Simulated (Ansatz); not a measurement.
A single point on AlH3O2S, SMILES `[OH][Al]([OH])[SH]`.

```yaml
crystal:
  periodic: [false, false, false]
  atoms:
    - {symbol: O, position_ang: [-1.120832, 0.953072, -0.090142]}
    - {symbol: Al, position_ang: [0.168015, -0.134983, 0.014328]}
    - {symbol: O, position_ang: [1.450811, -0.047109, 1.106351]}
    - {symbol: S, position_ang: [0.189534, -1.798766, -1.372873]}
    - {symbol: H, position_ang: [-1.246033, 1.723663, 0.459251]}
    - {symbol: H, position_ang: [1.579407, 0.622108, 1.774236]}
    - {symbol: H, position_ang: [-0.959500, -1.385985, -1.936851]}
basis:
  gaussian: {orbitals: def2-TZVPP}
hamiltonian: {xc: pbe}
correlation: {method: rpa}
```

```sh
$ ansatz run in.yaml --threads 2 --pin off --events-out ev --progress --plain --max-ram 32768MiB --backend cpu
```

Shortened log:

```
Functional definition: PBE
1134 factors; integrals over basis functions are off by at most 8.7e-4 eV
mean field evaluation 1: about -21554.8126 eV, gradient 9.5e1 eV
mean field evaluation 2: about -21554.8064 eV, gradient 9.5e1 eV
mean field evaluation 4: about -21568.3199 eV, gradient 2.2e1 eV
mean field evaluation 8: about -21569.4483 eV, gradient 3.8e-1 eV
mean field evaluation 16: about -21569.4471 eV, gradient 1.2e-4 eV
mean field -21569.44708284 eV, -792.6625599981 hartree, gradient 6.4e-6 eV, S^2 0.000000; 1 other end points of the search recorded, 0 dependent functions left out
12 core orbitals not correlated: weight in the atoms' cores, before any rotation towards them, 1.000 or more for the frozen orbitals, at most 0.000 for the correlated occupied ones
reference -21528.00138229 eV, -791.1394585957 hartree; 12, 12 occupied and 164, 164 virtual orbitals, 1134 factors
Total energy: -21559.50943933 eV, -792.2973583351 hartree
```

Run time 11 s (2 threads of a server CPU on a shared host); peak host memory 0.44 GiB.
